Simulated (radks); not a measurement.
Q: These are the eigenvalues of the occupied orbitals of an atom or ion with whole-number occupations (Ry). Method: scalar-relativistic Kohn-Sham, LDA (Slater exchange, Perdew-Wang correlation), spin-unpolarised, spherical densities, finite nucleus; Fermi nuclear charge, rms radius of each element as measured or else 0.836 A^(1/3) + 0.57 fm; computed with a radial shooting solver on a logarithmic mesh with Libxc functionals.

1s: -99.42128
2s: -11.76504
2p: -9.47197

Which element is it, and in what charge state? The configuration may be excited.

A: Z = 12, magnesium, charge +4: Mg4+ in [He] 2s2 2p4. The list shows which subshells hold electrons but not how many an open one holds; the 1s level, -49.711 hartree, gives Z - s = 10.0 by -(Z - s)^2/2, which with screening and relativity narrows Z to a few neighbours, and the depths of the outer levels then fix element, charge and occupations together.
